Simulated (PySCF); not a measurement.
InCl3, SMILES [Cl][In]([Cl])[Cl].

Geometry optimised at PBE0-D3(BJ)/def2-SVP. The isomer is the one that the SMILES or the coordinates give; other isomers of the formula were not compared. The def2 effective core potentials stand for the cores of In; spin–orbit coupling is left out.

These are TDA-PBE/def2-SVPD in PySCF values and carry that method's errors.

Vertical excitations; the highest root listed may be one member of a degenerate set. Isolated molecule, no solvent. State labels are in the subgroup C2v.

Computed lowest excited states:
```
state  symmetry  energy (eV)  λ (nm)      f                            main pairs
-----  --------  -----------  ------  -----  ------------------------------------
S1           B1         4.09     303  0.000                       HOMO→LUMO 100 %
S2           B2         4.25     291  0.000          HOMO−3→LUMO (degenerate set)
S3           A2         4.25     291  0.000          HOMO−4→LUMO (degenerate set)
S4           B1         4.34     286  0.033          HOMO−1→LUMO (degenerate set)
S5           A1         4.34     286  0.033          HOMO−2→LUMO (degenerate set)
S6           B2         4.78     259  0.027                     HOMO−5→LUMO 100 %
S7           A2         5.43     228  0.000                     HOMO→LUMO+1 100 %
S8           A2         5.58     222  0.000        HOMO−1→LUMO+1 (degenerate set)
S9           B2         5.58     222  0.000        HOMO−2→LUMO+1 (degenerate set)
S10          A1         5.68     218  0.000  HOMO−3→LUMO+1 72 %, HOMO−6→LUMO 28 %
T1           B1         3.79     327      0                       HOMO→LUMO 100 %
T2           B1         3.92     316      0          HOMO−1→LUMO (degenerate set)
T3           A1         3.92     316      0          HOMO−2→LUMO (degenerate set)
T4           B2         3.97     313      0                     HOMO−3→LUMO 100 %
```
Triplets are in the Tamm–Dancoff approximation.
